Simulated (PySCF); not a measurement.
B3LYP has the VWN-RPA correlation part, as in Gaussian. 

```xyz
14

C      2.0902    -0.1495    -0.3983
C      0.7618    -0.6163     0.2090
Si    -0.6162     0.6610     0.1086
C     -2.2080     0.0204     0.8699
H      2.4641     0.7444     0.1058
H      2.8618    -0.9184    -0.3198
H      1.9776     0.0967    -1.4563
H      0.9029    -0.8854     1.2610
H      0.4197    -1.5287    -0.2906
H     -0.8492     1.0181    -1.3164
H     -0.1868     1.9000     0.8106
H     -3.0025     0.7663     0.8081
H     -2.0634    -0.2293     1.9232
H     -2.5518    -0.8794     0.3552
```

Charge 0, multiplicity 1.

Task: Give the Mulliken and meta-Löwdin atomic charges from B3LYP-D3(BJ)/def2-TZVP in PySCF.

Result: 
| atom | Mulliken (e) | meta-Löwdin (e) |
|---|---|---|
| C1 | -0.34 | -0.32 |
| C2 | -0.28 | -0.43 |
| Si3 | 0.33 | 0.68 |
| C4 | -0.47 | -0.59 |
| H5 | 0.11 | 0.11 |
| H6 | 0.11 | 0.11 |
| H7 | 0.11 | 0.11 |
| H8 | 0.10 | 0.11 |
| H9 | 0.10 | 0.11 |
| H10 | -0.07 | -0.13 |
| H11 | -0.07 | -0.13 |
| H12 | 0.13 | 0.13 |
| H13 | 0.12 | 0.12 |
| H14 | 0.12 | 0.12 |
